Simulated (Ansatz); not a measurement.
The cluster GeF2. Total charge 0; singlet. Geometry PBE0-D4/def2-TZVP.

```xyz
3

Ge    0.343    0.481    0.492
F    -1.326    0.320    0.010
F     0.983   -0.801   -0.503
```

The 6-31G sets use Cartesian d functions. The structure comes from a short search, and lower isomers may exist.

(1) Estimate the orbital energies around the gap (eV) in Ansatz with HF/6-31G, r2SCAN-D4/def2-TZVP, r2SCAN-D4/def2-TZVPD, r2SCANh-D4/def2-TZVP, PBE0-D4/def2-TZVPD.

Answers

(1) 
```tsv
orbital	HF/6-31G	r2SCAN-D4/def2-TZVP	r2SCAN-D4/def2-TZVPD	r2SCANh-D4/def2-TZVP	PBE0-D4/def2-TZVPD
HOMO−5	-17.62	-11.46	-11.54	-12.19	-13.01
HOMO−4	-17.46	-10.70	-10.78	-11.44	-12.31
HOMO−3	-17.26	-10.66	-10.74	-11.43	-12.27
HOMO−2	-16.58	-10.04	-10.12	-10.78	-11.62
HOMO−1	-16.29	-9.65	-9.74	-10.41	-11.28
HOMO	-11.87	-7.99	-8.05	-8.47	-9.01
LUMO	0.16	-3.31	-3.36	-3.01	-2.65
LUMO+1	2.81	-0.44	-0.58	-0.16	-0.23
LUMO+2	3.94	0.43	0.13	0.73	0.33
LUMO+3	6.02	6.04	1.45	6.26	0.91
LUMO+4	7.63	6.22	2.78	6.45	2.60
LUMO+5	10.46	6.42	2.97	6.64	2.60
```
